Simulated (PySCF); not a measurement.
Compound: C4H7IS.
Bonds: C1–C2, C2–S3 (double), C2–C4, C4–C5, C5–I6. Hydrogens: H7, H8, H9 on C1; H10, H11 on C4; H12, H13 on C5.

Method: PySCF, PBE0-D3(BJ)/def2-SVP geometry optimisation, gas phase, def2 core potentials past Kr; density fitting, grid level 1; the optimiser is geomeTRIC in internal coordinates, started from a GFN2-xTB structure with every atom displaced at random (about 0.01 Å).

Step 9: E = -23183.4053 eV
```
atom  x, y, z in Å  |  force x, y, z in eV/Å
C1      1.9521   -0.2128   -0.4666    0.069   0.045  -0.031
C2      0.7949   -0.8308    0.2422   -0.179  -0.041  -0.039
S3      0.9703   -1.8688    1.4794    0.004  -0.003   0.006
C4     -0.5615   -0.4394   -0.3064    0.171  -0.070  -0.038
C5     -1.7369   -0.5591    0.6275   -0.016   0.044   0.079
I6     -1.6200    0.8745    2.2456   -0.042  -0.002  -0.004
H7      2.9036   -0.6675   -0.1631   -0.037   0.011  -0.013
H8      1.9749    0.8642   -0.2221    0.017   0.011  -0.010
H9      1.8311   -0.2802   -1.5624   -0.006  -0.009   0.042
H10    -0.7258   -1.1275   -1.1615   -0.065   0.017  -0.009
H11    -0.5132    0.5679   -0.7523    0.031   0.013   0.030
H12    -2.6855   -0.3384    0.1227    0.026  -0.043  -0.007
H13    -1.7745   -1.5413    1.1168    0.027   0.026  -0.005
```

Step 10: E = -23183.4087 eV
```
atom  x, y, z in Å  |  force x, y, z in eV/Å
C1      1.9507   -0.2064   -0.4615    0.096  -0.005   0.014
C2      0.7949   -0.8501    0.2288   -0.164   0.048  -0.032
S3      0.9653   -1.9156    1.4426    0.038  -0.012   0.019
C4     -0.5608   -0.4467   -0.3105    0.168  -0.021  -0.018
C5     -1.7279   -0.5515    0.6354   -0.099   0.034   0.061
I6     -1.6416    0.9161    2.2259    0.021  -0.023  -0.038
H7      2.9041   -0.6588   -0.1614   -0.022  -0.001  -0.009
H8      1.9677    0.8666   -0.1985   -0.015  -0.006  -0.006
H9      1.8388   -0.2569   -1.5584   -0.022  -0.007   0.018
H10    -0.7437   -1.1366   -1.1600   -0.058   0.022  -0.010
H11    -0.5016    0.5591   -0.7594   -0.001  -0.005   0.027
H12    -2.6811   -0.3564    0.1295    0.013  -0.029  -0.014
H13    -1.7555   -1.5220    1.1473    0.043   0.006  -0.012
```

Question: Estimate the geometry and energy of step 11. (The exact step hangs on the optimiser's Hessian estimate; all steps are aligned on step 10, rigid shifts and turns removed.)

Answer: E = -23183.4112 eV, largest force 0.110 eV/Å
```
atom  x, y, z in Å  |  force x, y, z in eV/Å
C1      1.9540   -0.2204   -0.4739    0.053   0.002   0.036
C2      0.7944   -0.8340    0.2401   -0.078   0.032  -0.033
S3      0.9640   -1.8716    1.4782    0.041  -0.011   0.010
C4     -0.5564   -0.4268   -0.3002    0.097  -0.033  -0.033
C5     -1.7298   -0.5599    0.6334   -0.097   0.032   0.041
I6     -1.6879    0.8936    2.2339    0.016   0.004  -0.006
H7      2.9013   -0.6891   -0.1826    0.001  -0.007   0.002
H8      1.9979    0.8551   -0.2237   -0.017  -0.016  -0.005
H9      1.8243   -0.2817   -1.5675   -0.017  -0.004  -0.009
H10    -0.7346   -1.0965   -1.1676   -0.022   0.029   0.001
H11    -0.4968    0.5889   -0.7256   -0.004   0.004   0.014
H12    -2.6812   -0.3824    0.1188   -0.004  -0.019  -0.016
H13    -1.7398   -1.5345    1.1367    0.029  -0.014   0.000
```

The energy changes by -0.0025 eV. The first-order estimate −F·Δx gives -0.0032 eV and the mean of the old and new forces, exact on a quadratic surface, -0.0022 eV. The step makes an angle of 85° with the force vector and moves no atom by more than 0.057 Å.

The cost below is that of the whole optimisation. Hardware: one thread, Arm Neoverse V2 (aarch64), no GPU, shared host with 96 logical CPUs at a one-minute load of 46. Cost: 2.2 min, 0.65 GiB resident at most.
